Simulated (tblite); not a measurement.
Compound: C₆H₁₁P.
Structure used (GFN2-xTB), in Å, numbered top down from 1:
```
atom  x, y, z in Å
C1     3.6368    0.1724   -0.2091
C2     2.5634    0.2017    0.3330
P3     1.0475    0.4487    1.2016
C4    -0.1314   -0.0368   -0.1802
C5     0.1814   -1.4201   -0.7419
C6    -1.5754    0.0420    0.3224
C7    -1.9744    1.4496    0.7444
H8     4.5630    0.0954   -0.7000
H9     1.0650   -0.8240    1.8028
H10    0.0079    0.7120   -0.9723
H11    0.0322   -2.1852    0.0196
H12   -0.4751   -1.6434   -1.5820
H13    1.2123   -1.4728   -1.0867
H14   -2.2411   -0.2993   -0.4756
H15   -1.7012   -0.6414    1.1675
H16   -1.3484    1.7937    1.5663
H17   -1.8596    2.1429   -0.0863
H18   -3.0117    1.4708    1.0705
```

Calculated harmonic vibrations of the isolated species, GFN2-xTB (tblite), most abundant isotopes, no scaling. The method is semi-empirical: single wavenumbers can be off by several per cent or more. Modes of hydrogen on phosphorus can be 10 to 20 % off. One conformer, not necessarily the lowest.

Harmonic wavenumbers (cm⁻¹): 39.1, 84.9, 108.7, 194.5, 213.2, 227.5, 238.8, 284.1, 335.0, 372.2, 447.0, 621.5, 638.4, 662.9, 687.1, 810.5, 844.3, 856.4, 891.5, 982.9, 1023.4, 1067.1, 1084.7, 1119.5, 1163.6, 1228.1, 1271.9, 1282.0, 1347.3, 1411.2, 1414.7, 1490.1, 1495.2, 1496.9, 1497.9, 1499.2, 2187.7, 2197.5, 2891.7, 2945.0, 2962.1, 3005.4, 3011.8, 3018.3, 3029.6, 3030.4, 3036.0, 3367.7.

A = 3855, B = 1291, C = 1069 MHz; mass 114.060 u (most abundant isotopes); point group C1, symmetry number 1.

What is the zero-point energy?

Half the sum of the wavenumbers: 32558 cm⁻¹ = 389.48 kJ/mol.

What is S at 400 K and 1 bar for an ideal gas of classical rigid rotors and harmonic oscillators?

Translation 174.04, rotation 122.88, vibration 156.01: S = 452.9 J/(mol K).

And Cp and H(400 K) − H(0)?

Cp = 188.49 J/(mol K), of which vibrations give 155.23 (their classical limit is 48 R = 399.1); H(400 K) − H(0) = 45.53 kJ/mol without the zero-point energy, 32.23 from vibrations.

Blend soft modes into free rotors: weight 1/[1 + (100 cm⁻¹/ν̃)⁴] for the oscillator and the rest for a rotor with moment μB/(μ + B), μ = h/(8π²ν), B = 10⁻⁴⁴ kg m². What vibrational entropy results?

144.25 J/(mol K) in place of 156.01, which changes −T·S at 400 K by +4.70 kJ/mol.

How do the functions run with temperature in this model?

```csv
T (K),S (J/(mol K)),Cp (J/(mol K)),H − H(0) (kJ/mol),G − H(0) (kJ/mol),ln q(vib)
50,240.3,52.6,2.07,-9.95,0.54
100,284.3,77.0,5.31,-23.12,1.64
298.15,403.1,152.1,28.16,-92.02,6.58
373.15,440.2,179.2,40.59,-123.65,8.42
500,498.4,219.9,65.99,-183.23,11.47
750,599.6,279.0,128.86,-320.84,17.23
1000,685.7,319.3,203.96,-481.79,22.57
```

q(vib) and H(0) count from the zero-point level.

Hindered rotation and anharmonicity are outside this model. Other conformers, if any are populated, would add a mixing term that is left out. The structure is chiral; the term R ln 2 for an equal mix with its mirror image is left out.
